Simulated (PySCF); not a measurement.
# `CCOC(=O)C(=O)O[C@H](C)CC`, C8H14O4

Molfile (atoms numbered from 1):
```
C8H14O4
     RDKit          3D

 26 25  0  0  0  0  0  0  0  0999 V2000
    4.0776    0.6045   -1.1486 C   0  0  0  0  0  0  0  0  0  0  0  0
    3.8458   -0.1004    0.1798 C   0  0  0  0  0  0  0  0  0  0  0  0
    2.5334    0.1660    0.6873 O   0  0  0  0  0  0  0  0  0  0  0  0
    1.5444   -0.5840    0.2359 C   0  0  0  0  0  0  0  0  0  0  0  0
    1.6409   -1.4788   -0.5610 O   0  0  0  0  0  0  0  0  0  0  0  0
    0.2136   -0.1697    0.9021 C   0  0  0  0  0  0  0  0  0  0  0  0
    0.1515    0.5057    1.8953 O   0  0  0  0  0  0  0  0  0  0  0  0
   -0.7956   -0.6768    0.2272 O   0  0  0  0  0  0  0  0  0  0  0  0
   -2.1365   -0.4240    0.6906 C   0  0  2  0  0  0  0  0  0  0  0  0
   -2.7929   -1.7700    0.9707 C   0  0  0  0  0  0  0  0  0  0  0  0
   -2.8763    0.3672   -0.3890 C   0  0  0  0  0  0  0  0  0  0  0  0
   -2.2741    1.7510   -0.6006 C   0  0  0  0  0  0  0  0  0  0  0  0
    5.1058    0.4534   -1.4647 H   0  0  0  0  0  0  0  0  0  0  0  0
    3.8897    1.6703   -1.0447 H   0  0  0  0  0  0  0  0  0  0  0  0
    3.4122    0.1987   -1.9069 H   0  0  0  0  0  0  0  0  0  0  0  0
    4.5239    0.2725    0.9495 H   0  0  0  0  0  0  0  0  0  0  0  0
    3.9662   -1.1823    0.0631 H   0  0  0  0  0  0  0  0  0  0  0  0
   -2.0674    0.1682    1.6118 H   0  0  0  0  0  0  0  0  0  0  0  0
   -2.2218   -2.3178    1.7159 H   0  0  0  0  0  0  0  0  0  0  0  0
   -2.8302   -2.3598    0.0586 H   0  0  0  0  0  0  0  0  0  0  0  0
   -3.8029   -1.6193    1.3410 H   0  0  0  0  0  0  0  0  0  0  0  0
   -2.8376   -0.2011   -1.3199 H   0  0  0  0  0  0  0  0  0  0  0  0
   -3.9205    0.4597   -0.0864 H   0  0  0  0  0  0  0  0  0  0  0  0
   -1.2447    1.6721   -0.9432 H   0  0  0  0  0  0  0  0  0  0  0  0
   -2.8420    2.2988   -1.3482 H   0  0  0  0  0  0  0  0  0  0  0  0
   -2.2837    2.3184    0.3277 H   0  0  0  0  0  0  0  0  0  0  0  0
  1  2  1  0
  2  3  1  0
  3  4  1  0
  4  5  2  0
  4  6  1  0
  6  7  2  0
  6  8  1  0
  8  9  1  0
  9 10  1  0
  9 11  1  0
 11 12  1  0
  1 13  1  0
  1 14  1  0
  1 15  1  0
  2 16  1  0
  2 17  1  0
  9 18  1  1
 10 19  1  0
 10 20  1  0
 10 21  1  0
 11 22  1  0
 11 23  1  0
 12 24  1  0
 12 25  1  0
 12 26  1  0
M  END
```

The calculation used PySCF 2.14.0, GIAO PW91/pcSseg-0 magnetisability, rotational g tensor and spin-rotation constants, non-relativistic, gas phase. Geometry: GFN2-xTB.

Give the nuclear spin-rotation constants along the inertial axes (H = +C I·J) beside the isotropic shieldings.

Rotational constants 1.7759, 0.4453, 0.4207 GHz. A star marks the isotopologue with that one atom substituted, in its own axes.
| atom | isotope | Caa (kHz) | Cbb (kHz) | Ccc (kHz) | mean (kHz) | σ (ppm) |
| --- | --- | --- | --- | --- | --- | --- |
| H13 | 1H | 0.013 | -0.056 | -0.050 | -0.031 | 32.1 |
| H14 | 1H | -0.210 | -0.007 | -0.039 | -0.085 | 31.6 |
| H15 | 1H | -0.127 | -0.056 | -0.009 | -0.064 | 31.2 |
| H16 | 1H | -0.106 | -0.049 | -0.003 | -0.052 | 28.7 |
| H17 | 1H | -0.170 | 0.000 | -0.028 | -0.066 | 27.8 |
| H18 | 1H | -0.170 | -0.048 | 0.022 | -0.065 | 27.4 |
| H19 | 1H | -0.156 | -0.014 | -0.044 | -0.071 | 31.5 |
| H20 | 1H | -0.221 | -0.053 | 0.011 | -0.088 | 31.2 |
| H21 | 1H | 0.018 | -0.055 | -0.050 | -0.029 | 31.8 |
| H22 | 1H | -0.220 | -0.054 | 0.012 | -0.087 | 31.3 |
| H23 | 1H | 0.037 | -0.056 | -0.051 | -0.023 | 31.6 |
| H24 | 1H | 0.023 | -0.053 | -0.052 | -0.027 | 32.0 |
| H25 | 1H | -0.163 | -0.016 | -0.043 | -0.074 | 32.0 |
| H26 | 1H | -0.219 | -0.052 | 0.004 | -0.089 | 32.1 |
| C1 | 13C* | 0.232 | 0.056 | 0.062 | 0.116 | 172.5 |
| C2 | 13C* | 0.287 | 0.099 | 0.101 | 0.162 | 123.0 |
| O3 | 17O* | -0.574 | -0.055 | -0.114 | -0.248 | 103.3 |
| C4 | 13C* | 0.952 | 0.124 | 0.120 | 0.399 | 19.4 |
| O5 | 17O* | -1.006 | -0.061 | -0.240 | -0.436 | -121.9 |
| C6 | 13C* | 0.956 | 0.120 | 0.120 | 0.399 | 20.5 |
| O7 | 17O* | -1.002 | -0.027 | -0.261 | -0.430 | -109.5 |
| O8 | 17O* | -0.575 | -0.062 | -0.122 | -0.253 | 89.6 |
| C9 | 13C* | 0.343 | 0.094 | 0.114 | 0.184 | 112.2 |
| C10 | 13C* | 0.259 | 0.058 | 0.071 | 0.129 | 163.6 |
| C11 | 13C* | 0.295 | 0.067 | 0.071 | 0.144 | 154.6 |
| C12 | 13C* | 0.253 | 0.055 | 0.052 | 0.120 | 175.3 |

For the geometry as given, no vibrational averaging.
